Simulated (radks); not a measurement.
Charge is removed step by step from the 5p (averaged over the sub-levels emptied) level of neutral gold, starting from [Xe] 4f14 5d10 6s1. Calculated with a radial shooting solver on a logarithmic mesh with Libxc functionals: Dirac Kohn-Sham, PBE, spin-unpolarised, spherical densities, finite nucleus; Fermi nuclear charge, rms radius 5.4371 fm.

\begin{tabular}{lrrr}
removed (e) & E - E(0) (eV) & eigenvalue (eV) & E minus straight line (eV) \\ \hline
0 & 0.000 & -60.840 & 0.000 \\
0.1 & 6.144 & -62.048 & -0.580 \\
0.2 & 12.411 & -63.284 & -1.037 \\
0.3 & 18.802 & -64.546 & -1.370 \\
0.4 & 25.321 & -65.833 & -1.575 \\
0.5 & 31.969 & -67.144 & -1.650 \\
0.6 & 38.750 & -68.477 & -1.593 \\
0.7 & 45.666 & -69.832 & -1.401 \\
0.8 & 52.717 & -71.208 & -1.073 \\
0.9 & 59.908 & -72.603 & -0.607 \\
1 & 67.239 & -74.017 & 0.000 \\
\end{tabular}

Removing the whole electron costs 67.239 eV by Delta-SCF, against 60.840 eV from minus the eigenvalue at the starting occupation. Slater's transition state (half an electron removed) gives 67.144 eV. Integrating minus the eigenvalue over the occupation (Janak's theorem) gives 67.239 eV. The mean slope of the eigenvalue, de/dn, is 13.2 eV per electron.
